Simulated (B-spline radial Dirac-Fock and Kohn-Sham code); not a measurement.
# Subshell cross sections of Br³⁺, photon energy 200 eV

System: Br³⁺, configuration [Ar] 3d10 4s2 4p2.

Model: the independent-particle Dirac-Slater model, thresholds from Dirac-Fock. Program: a B-spline atomic structure program. The asymmetry parameter β is from the dipole term alone. Kinetic energies are from the vacuum level. Open shells are spread statistically over j, without multiplet splitting.

| subshell | electrons | binding (eV) | kinetic (eV) | σ (kb) | β |
| --- | --- | --- | --- | --- | --- |
| M4 (3d3/2) | 4 | 118.6 | 81.36 | 2210 | 0.57 |
| M5 (3d5/2) | 6 | 117.6 | 82.39 | 3320 | 0.59 |
| N1 (4s) | 2 | 59.50 | 140.5 | 81.7 | 2.00 |
| N2 (4p1/2) | 0.67 | 45.77 | 154.2 | 21.7 | 1.25 |
| N3 (4p3/2) | 1.33 | 45.07 | 154.9 | 46.4 | 1.24 |

Branching ratios of the spin-orbit partners (statistical value in brackets): 3d 1.50 (1.50), 4p 2.14 (2.00).

Values without a named source are computed, but for edge energies of neutral atoms, which are taken from tables.
